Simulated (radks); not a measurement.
Values are calculated unless marked as measured or tabulated.
Q: Valence configurations of Au (all share [Xe]). Code: a radial shooting solver on a logarithmic mesh with Libxc functionals. Model: Dirac Kohn-Sham, PBEsol, spin-unpolarised, spherical densities, point nucleus; open shells are shared between the two j in proportion to 2j + 1. Order these by energy: 4f11 5d10 6s1.5 6p2.5; 4f14 5d10 6s1; 4f12 5d8 6s0.5 6p4.5; 4f11 5d10 6s0.5 6p3.5; 4f14 5d9 6s2; 4f13 5d10 6s2; 4f12 5d10 6s0.5 6p2.5; 4f12 5d10 6s1 6p2; 4f14 5d9.5 6s1.5; 4f13 5d10 6s1 6p1.

A: From the lowest, in eV above it: 4f14 5d10 6s1 0.000; 4f14 5d9.5 6s1.5 0.702; 4f14 5d9 6s2 1.692; 4f13 5d10 6s2 81.782; 4f13 5d10 6s1 6p1 87.676; 4f12 5d10 6s1 6p2 191.09; 4f12 5d10 6s0.5 6p2.5 194.70; 4f12 5d8 6s0.5 6p4.5 229.96; 4f11 5d10 6s1.5 6p2.5 307.08; 4f11 5d10 6s0.5 6p3.5 315.21. NIST lists [Xe] 4f14 5d10 6s1 as the ground configuration; this level of theory agrees among the configurations tried. The energies are those of spherical spin-averaged densities, not of single terms.
